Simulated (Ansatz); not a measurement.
Cl2Ge (SMILES [Cl][Ge][Cl]) moved off its minimum; all values from Ansatz (a quantum-chemistry and plane-wave program), cores frozen in correlated methods.
(charge 0, multiplicity 1)
```xyz
3

Ge     0.04963     0.06948     0.71009
Cl     1.12818     1.26621    -0.71901
Cl    -1.16732    -1.20358    -0.67650
```

```tsv
level	largest force (eV/Å)	on atom	rms difference from CCSD(T)/def2-TZVPPD (eV/Å)	dipole (D)
HF/def2-TZVPP	0.83	Ge1	0.099	2.38
PBE/def2-TZVPP	0.82	Ge1	0.127	1.99
r2SCAN/def2-TZVPP	0.79	Ge1	0.079	2.01
B3LYP/def2-TZVPP	0.82	Ge1	0.125	2.21
wB97M-V/def2-TZVPP	0.82	Ge1	0.109	2.27
MP2/def2-TZVPPD	0.84	Ge1	0.064	2.11
CCSD(T)/def2-TZVPPD	0.84	Ge1	0.000	2.06
```

The differences count from one level among others, with limits of its own. Forces at CCSD(T)/def2-TZVPPD (eV/Å):

```csv
atom,Fx,Fy,Fz
Ge1,-0.569,-0.612,0.006
Cl2,0.250,0.278,-0.351
Cl3,0.318,0.333,0.345
```
